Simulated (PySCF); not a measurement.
SMILES CS[SiH2][SiH2]C=O, singlet at its GFN2-xTB optimised geometry (Å):

```
14

C      2.0248     2.4566     0.0908
S      1.9541     0.6431     0.0432
Si    -0.1869     0.3700     0.0292
Si    -0.5473    -1.9081     0.0000
C     -2.4633    -1.9081     0.0000
O     -3.0744    -0.8662     0.0000
H      1.5382     2.8152     0.9933
H      3.0744     2.7326     0.0984
H      1.5383     2.8630    -0.7910
H     -0.6669     1.0869     1.2157
H     -0.6563     1.1188    -1.1416
H     -0.1440    -2.6766    -1.1832
H     -0.1418    -2.7098     1.1604
H     -3.0265    -2.8630    -0.0011
```

Computed with PBE/def2-TZVP (PySCF). Cells within 0.4 Å of a nucleus heavier than hydrogen are left out (blank, or x).

Map of the Laplacian of the electron density (e/bohr⁵), clipped to [-1.50, 1.50] on the plane z = 0.0 Å:

```
|555555555555555555555555555|
|555555555555555555555555555|
|555555555555555555555555555|
|555555555555555555555555555|
|555555555555555555555555555|
|555555555555555555555555555|
|555555555555555554543555555|
|55555555555555555xx10555555|
|555555555555555554x45555555|
|555555555555555554455555555|
|555555555555555554445555555|
|55555555555599544xx55555555|
|555555555558xx943xx45555555|
|555555655555996554445555555|
|555566165554445555555555555|
|55556xx55554445555555555555|
|555565045556845555555555555|
|5555564x645xx95555555555555|
|5555553x545xx95555555555555|
|555555135557955555555555555|
|555555055555555555555555555|
|555555555555555555555555555|
|555555555555555555555555555|
|555555555555555555555555555|
|555555555555555555555555555|
|555555555555555555555555555|
|555555555555555555555555555|
```
Scale: ten equal steps from -1.50 (start of '0') to 1.50 (end of '9'), in the order '0123456789'; x runs from -5.50 to 5.50, y from -5.50 (bottom) to 5.50 (top).
